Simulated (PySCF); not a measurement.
RhCl(PH3)3 (singlet state).
Bonds: Rh1–Cl2, Rh1–P3, Rh1–P7, Rh1–P11. Hydrogens: H4, H5, H6 on P3; H8, H9, H10 on P7; H12, H13, H14 on P11.

Computed by this run: PySCF, PBE0-D3(BJ)/def2-SVP geometry optimisation, gas phase, def2 core potentials past Kr; density fitting, grid level 1; the optimiser is geomeTRIC in internal coordinates, started from a GFN2-xTB structure with every atom displaced at random (about 0.03 Å).

The end geometry, which sets the zero of energy:
```
atom  x, y, z in Å
Rh1     0.5054    0.0002    0.0566
Cl2     2.8460   -0.0119    0.2103
P3      0.6622    2.2649    0.0139
H4     -0.0743    3.0771    0.9228
H5      0.2939    2.9672   -1.1684
H6      1.9514    2.8171    0.2105
P7     -1.6958    0.0019   -0.0794
H8     -2.3828   -0.9584   -0.8800
H9     -2.4119    1.1389   -0.5571
H10    -2.4833   -0.1901    1.0961
P11     0.6449   -2.2707    0.0647
H12     1.9255   -2.8188    0.3202
H13     0.3259   -2.9892   -1.1219
H14    -0.1265   -3.0719    0.9547
```

Question: These geometries come from the run, each turned onto the end geometry. Order them by energy, lowest first.
A.
```
atom  x, y, z in Å
Rh1     0.4975    0.0015    0.0661
Cl2     2.8371   -0.0047    0.2328
P3      0.6600    2.2750    0.0113
H4     -0.0463    3.1080    0.9286
H5      0.3091    2.9863   -1.1711
H6      1.9644    2.7936    0.1999
P7     -1.7013   -0.0155   -0.0782
H8     -2.3773   -0.9886   -0.8743
H9     -2.4221    1.1124   -0.5692
H10    -2.4891   -0.2068    1.0966
P11     0.6435   -2.2579    0.0677
H12     1.9227   -2.8190    0.3015
H13     0.3082   -2.9624   -1.1233
H14    -0.1257   -3.0655    0.9548
```
B.
```
atom  x, y, z in Å
Rh1     0.4998   -0.0028    0.0693
Cl2     2.8307    0.0271    0.2395
P3      0.6677    2.2871    0.0101
H4     -0.0099    3.1431    0.9343
H5      0.3424    3.0080   -1.1770
H6      1.9748    2.7998    0.1989
P7     -1.7101   -0.0375   -0.0792
H8     -2.3827   -1.0186   -0.8722
H9     -2.4453    1.0831   -0.5686
H10    -2.4987   -0.2311    1.0949
P11     0.6375   -2.2545    0.0706
H12     1.9145   -2.8262    0.2945
H13     0.2960   -2.9527   -1.1231
H14    -0.1361   -3.0688    0.9513
```
C.
```
atom  x, y, z in Å
Rh1     0.4876    0.0111    0.0686
Cl2     2.8101    0.1805    0.2363
P3      0.7160    2.2991    0.0129
H4      0.0608    3.1769    0.9384
H5      0.4104    3.0317   -1.1746
H6      2.0358    2.7801    0.2033
P7     -1.7254   -0.0892   -0.0795
H8     -2.3712   -1.0926   -0.8703
H9     -2.4959    1.0080   -0.5704
H10    -2.5087   -0.3029    1.0951
P11     0.6060   -2.2396    0.0692
H12     1.8778   -2.8236    0.2918
H13     0.2550   -2.9331   -1.1250
H14    -0.1778   -3.0501    0.9476
```
D.
```
atom  x, y, z in Å
Rh1     0.5316   -0.0695    0.0754
Cl2     2.6935   -0.0026    0.2435
P3      0.6438    2.2305    0.0062
H4      0.0980    3.0987    0.8602
H5      0.3844    2.9425   -1.1442
H6      1.9288    2.8364    0.2276
P7     -1.7325   -0.0119   -0.0993
H8     -2.4148   -0.9467   -0.8418
H9     -2.5151    1.0772   -0.5281
H10    -2.5626   -0.1706    1.0619
P11     0.6814   -2.2347    0.0851
H12     1.9640   -2.7935    0.3034
H13     0.3361   -2.9260   -1.1173
H14    -0.0562   -3.0735    0.9106
```

Answer: A (0.002 eV), B (0.013 eV), C (0.074 eV), D (0.613 eV).

In the order of the answer:

```json
{"step": "4", "E above end (eV)": "0.002", "largest force (eV/Å)": "0.10", "rms force component (eV/Å)": "0.026", "rms distance from end (Å)": "0.024", "rms bond change (Å)": "0.004", "bond most changed (Å)": "Rh1–P11 -0.011"}
{"step": "3", "E above end (eV)": "0.013", "largest force (eV/Å)": "0.37", "rms force component (eV/Å)": "0.076", "rms distance from end (Å)": "0.048", "rms bond change (Å)": "0.010", "bond most changed (Å)": "Rh1–P3 +0.026"}
{"step": "2", "E above end (eV)": "0.074", "largest force (eV/Å)": "0.48", "rms force component (eV/Å)": "0.129", "rms distance from end (Å)": "0.114", "rms bond change (Å)": "0.012", "bond most changed (Å)": "Rh1–P3 +0.030"}
{"step": "0", "E above end (eV)": "0.613", "largest force (eV/Å)": "3.68", "rms force component (eV/Å)": "0.992", "rms distance from end (Å)": "0.093", "rms bond change (Å)": "0.069", "bond most changed (Å)": "Rh1–Cl2 -0.176"}
```

What follows is the cost of the whole optimisation. The run took 4.8 min wall, 4.0 min CPU on an Intel Xeon at 2.50 GHz with one thread, shared host with 64 logical CPUs at a one-minute load of 57, and the process peaked at 0.65 GiB of memory.
